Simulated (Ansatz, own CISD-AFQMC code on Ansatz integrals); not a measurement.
C5H4, SMILES `C#CC=C=C` (charge 0, multiplicity 1).

Cartesian coordinates (Å):
```xyz
9

C      2.5412     0.4189     0.3853
C      1.5011    -0.0261    -0.0218
C      0.2981    -0.5799    -0.5287
C     -0.8970    -0.1826    -0.1675
C     -2.0852     0.1987     0.1787
H      3.4563     0.8194     0.7517
H      0.3846    -1.3814    -1.2599
H     -2.5991     0.9918    -0.3559
H     -2.6000    -0.2588     1.0181
```
Charge 0, spin multiplicity 1.

Frozen-core correlation energies in cc-pVDZ at a geometry from PBE0-D3(BJ)/def2-TZVP, on an HF energy of -191.55004 Ha (<S^2> = 0.00, restricted and unstable towards unrestricted orbitals). Wave-function levels are from Ansatz, the walk from an own CISD-AFQMC code on Ansatz integrals (time step 0.005/Ha, trial state from CCSD amplitudes, largest double 0.09).

| level | correlation energy (mHa) |
|---|---|
| MP2 | -629.8 |
| CCSD | -667.5 |
| CCSD(T) | -696.7 |

Problem. What correlation energy does phaseless AFQMC give, and where does it lie among these levels?

Solution. -700.0 ± 0.5 mHa (one standard error). AFQMC minus each level: MP2 -70.2 mHa, CCSD -32.5 mHa, CCSD(T) -3.4 mHa.
